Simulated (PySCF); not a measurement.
## `C#C[C@H]1[C@H](Br)[Si]1(C)C`, C6H9BrSi

Geometry:
```csv
atom,x (Å),y (Å),z (Å)
C1,3.035,0.458,-1.290
C2,2.137,-0.141,-0.767
C3,1.059,-0.797,-0.113
C4,0.742,-0.305,1.318
Br5,0.644,-1.689,2.688
Si6,-0.667,0.008,0.085
C7,-2.155,-1.155,0.171
C8,-0.898,1.790,-0.500
H9,3.831,0.953,-1.760
H10,1.100,-1.875,-0.226
H11,1.384,0.488,1.682
H12,-2.550,-1.367,-0.818
H13,-2.954,-0.716,0.760
H14,-1.881,-2.098,0.635
H15,-1.364,1.810,-1.479
H16,0.059,2.295,-0.574
H17,-1.529,2.353,0.180
```

Method: TDDFT BHandHLYP/def2-SVPD circular dichroism and optical rotation, one conformer, gas phase in PySCF 2.14.0. Geometry: GFN2-xTB.

The calculation is non-relativistic, which matters for the atoms heavier than Zn.

Q: Draw the ECD and absorption spectra from the lowest 12 states, each a Gaussian of half-width 0.2 eV at 1/e height.

A: 
| E (eV) | λ (nm) | Δε (L mol⁻¹ cm⁻¹) | ε (L mol⁻¹ cm⁻¹) |
| --- | --- | --- | --- |
| 4.72 | 262 | +0.02 | 5.18 |
| 4.82 | 257 | +0.22 | 49.1 |
| 4.92 | 252 | +1.27 | 283 |
| 5.02 | 247 | +4.44 | 986 |
| 5.12 | 242 | +9.40 | 2090 |
| 5.22 | 237 | +12.12 | 2690 |
| 5.32 | 233 | +9.74 | 2140 |
| 5.42 | 229 | +5.66 | 1180 |
| 5.52 | 224 | +3.88 | 692 |
| 5.62 | 220 | +3.57 | 596 |
| 5.72 | 217 | +2.33 | 559 |
| 5.82 | 213 | -0.61 | 889 |
| 5.92 | 209 | -5.59 | 2190 |
| 6.02 | 206 | -11.51 | 4070 |
| 6.12 | 202 | -13.40 | 4940 |
| 6.22 | 199 | -6.26 | 4550 |
| 6.32 | 196 | +9.15 | 4760 |
| 6.42 | 193 | +24.15 | 5990 |
| 6.52 | 190 | +27.07 | 6650 |
| 6.62 | 187 | +17.18 | 6690 |
| 6.72 | 184 | +6.55 | 7140 |
| 6.82 | 182 | +5.26 | 7200 |
| 6.92 | 179 | +9.30 | 6160 |
| 7.02 | 176 | +4.95 | 5050 |
| 7.12 | 174 | -10.78 | 4940 |

Δε uses R in velocity form, ε uses f in length form. Only the states computed contribute, so the short-wavelength end is incomplete.
